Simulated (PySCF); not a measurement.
AlClH2Se2, SMILES [Cl][Al]([SeH])[SeH].

The structure is a stationary point at B3LYP-D3(BJ)/def2-SVP. The structure was generated by enumeration; whether it is a known compound was not checked. One conformer was computed; it need not be the lowest.

Two levels are set side by side: PBE/def2-TZVP (PySCF) and CAM-B3LYP/def2-TZVP (PySCF). Same geometry, gas phase. Differences are taken from unrounded values.

```
quantity                       PBE
---------------------------  -----
orbital gap (eV)              4.46
highest occupied level (eV)  -6.35
lowest empty level (eV)      -1.89
dipole moment (D)             1.81
mean polarisability (bohr³)   94.7
```

Task: These are the PBE values. What does CAM-B3LYP give? (The exact figures need the calculation; the answer reports its results.)

Result: 
| quantity | CAM-B3LYP | PBE minus CAM-B3LYP |
|---|---|---|
| orbital gap (eV) | 8.58 | -4.12 |
| highest occupied level (eV) | -8.73 | 2.38 |
| lowest empty level (eV) | -0.15 | -1.75 |
| dipole moment (D) | 1.84 | -0.03 |
| mean polarisability (bohr³) | 89.7 | 5.0 |

Without exact exchange PBE keeps part of each electron's self-repulsion, which lifts occupied levels and narrows the gap. Loosely held outer electrons make PBE densities more polarisable. Differences between two approximate levels are no errors against the true value.

Rough cost on one machine, each run with all the roots and properties that it gave: CAM-B3LYP against PBE within a factor of 2.
